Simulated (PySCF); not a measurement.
Orbital gap (eV) of eight silicon and germanium compounds: PBE beside M06-2X, computed with PySCF for isolated molecules in the bases named; differences from unrounded values. The eight are the first of their class met in an unordered collection, after screening for sound electronic states; none was chosen by its value. Each molecule has one DFT geometry for both levels.

| molecule | basis | M06-2X | PBE | difference |
|---|---|---|---|---|
| Si(F)(OH)2(SeH) (FH3O2SeSi), SMILES [SeH][Si](O)(O)F | def2-TZVP | 9.26 | 5.23 | -4.02 |
| C₂H₅ClOSi₂, SMILES O[Si@@H]1[SiH2]C=C1Cl | def2-TZVP | 8.38 | 4.31 | -4.07 |
| 3-ethenylsiletane (C₅H₁₀Si), SMILES C=CC1C[SiH2]C1 | def2-TZVP | 9.11 | 5.14 | -3.97 |
| CH₄ClFOSi, SMILES F[Si](O)(Cl)C | def2-TZVP | 11.87 | 7.41 | -4.46 |
| SiHFBr₂, SMILES F[SiH](Br)Br | def2-TZVP | 10.27 | 5.99 | -4.28 |
| C2H3ClF2Si, SMILES C(=C/F)(/[SiH2]Cl)F | def2-TZVP | 8.94 | 4.52 | -4.42 |
| Si(OH)4 (H4O4Si), SMILES O[Si](O)(O)O | def2-TZVP | 11.92 | 6.75 | -5.16 |
| C₃H₄ClFSi, SMILES Cl[Si@H](CF)C#C | def2-TZVP | 9.53 | 5.15 | -4.38 |

PBE lies below M06-2X in 8 and above it in 0 of the eight; the mean signed difference is -4.34 and the largest -5.16 eV.
